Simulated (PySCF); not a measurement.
C₂H₆N₂OSi, SMILES C[Si@@H](N)N=C=O.

Geometry: B3LYP-D3(BJ)/def2-SVP. The structure was generated by enumeration; whether it is a known compound was not checked. One conformer was computed; it need not be the lowest.

Method: CAM-B3LYP/def2-TZVP in PySCF.

The molecule is in vacuum.

Computed frontier levels, gap, dipole moment and polarisability:
| Quantity | Value |
|---|---|
| highest occupied level | -9.26 eV |
| lowest empty level | 1.31 eV |
| orbital gap | 10.58 eV |
| dipole moment | 0.569 e·Å |
| quadrupole, principal values (traceless, Buckingham form, about the centre of nuclear charge) | -14.61, 5.17, 9.44 D·Å |
| mean static polarisability | 63.9 bohr³ (9.48 Å³) |
| polarisability, principal values | 51.2, 56.1, 84.6 bohr³ |
